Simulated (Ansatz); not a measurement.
Cost and result for the atomization energy of F$_{2}$H$_{6}$O$_{2}$Si$_{3}$, SMILES `F[Si](F)(O[SiH3])O[SiH3]` (13 atoms, 12 bonds).

Z-matrix (Å, degrees):
```
Si
F 1 1.575
O 1 1.598 2 108.5
O 1 1.598 2 110.1 3 -124.0
F 1 1.574 2 107.0 3 118.4
Si 3 1.641 1 150.3 2 -148.3
Si 4 1.641 1 151.7 2 62.8
H 6 1.485 3 109.5 1 18.4
H 6 1.482 3 109.1 1 -101.8
H 6 1.481 3 108.3 1 138.2
H 7 1.482 4 109.3 1 -90.5
H 7 1.485 4 109.5 1 29.9
H 7 1.481 4 108.0 1 149.6
```

Total charge 0; spin multiplicity 1. All single points use the PBE0-D4/def2-TZVP geometry. It is one conformer, not always the lowest. Program: Ansatz. All runs use 2 threads of an AMD EPYC 7R13 on a shared host and a share of an NVIDIA H100 80 GB. Times are those of one run each, without the atoms' runs, and a repeat can differ threefold. Electronic energies, without spin–orbit coupling; frozen cores. CCSD(T)/CBS adds CCSD(T) − MP2 in def2-TZVPP to the MP2 limit, and its time is that of the two runs behind it. T1 = 0.011. B3LYP takes the VWN-RPA correlation (the form of Gaussian; ORCA's B3LYP/G).

CCSD(T)/CBS is a level of theory with its own doubt, some kJ/mol a heavy atom from the limit and from the frozen cores, so smaller differences don't rank the functionals.

```tsv
level	functions	wall time	atomization (kJ/mol)	difference from CCSD(T)/CBS	per bond
PBE0-D4/def2-TZVPP	334	4.5 s	4936.8	-137.7	-11.5
r2SCAN-D4/def2-TZVPP (with forces)	334	6.5 s	5034.9	-39.6	-3.3
PBE-D4/def2-TZVPP (with forces)	334	6.5 s	5002.6	-71.9	-6.0
B3LYP-D4/def2-TZVPP (with forces)	334	7 s	5007.4	-67.1	-5.6
MP2/def2-QZVPP	618	7 s	5136.4	61.9	5.2
B2PLYP/def2-TZVPP	334	7.5 s	4979.8	-94.7	-7.9
ωB97X-V/def2-TZVPP	334	8.5 s	5059.8	-14.7	-1.2
ωB97M-V/def2-TZVPP (with forces)	334	9 s	5045.4	-29.1	-2.4
CCSD(T)/def2-TZVPP	334	17 s	4922.0	-152.5	-12.7
CCSD(T)/CBS(def2)	–	24 s	5074.5	0.0	0.0
```

The D4 term adds +55.1 kJ/mol with B3LYP and +29.6 kJ/mol with PBE0; it sums over pairs of atoms, weighted by their polarisabilities, and B3LYP, whose exchange is more repulsive, gets the larger term. From PBE to PBE0 (25 % exact exchange), in def2-TZVPP and without D4, the atomization energy moves by −61.1 kJ/mol: exact exchange takes away binding that semilocal exchange gives to molecules. In def2-TZVPP, CCSD(T) changes the Hartree–Fock value by +1109.4 kJ/mol (the triples alone add +57.8 kJ/mol) and MP2 by +1228.8 kJ/mol; breaking electron pairs costs correlation energy, which Hartree–Fock lacks.
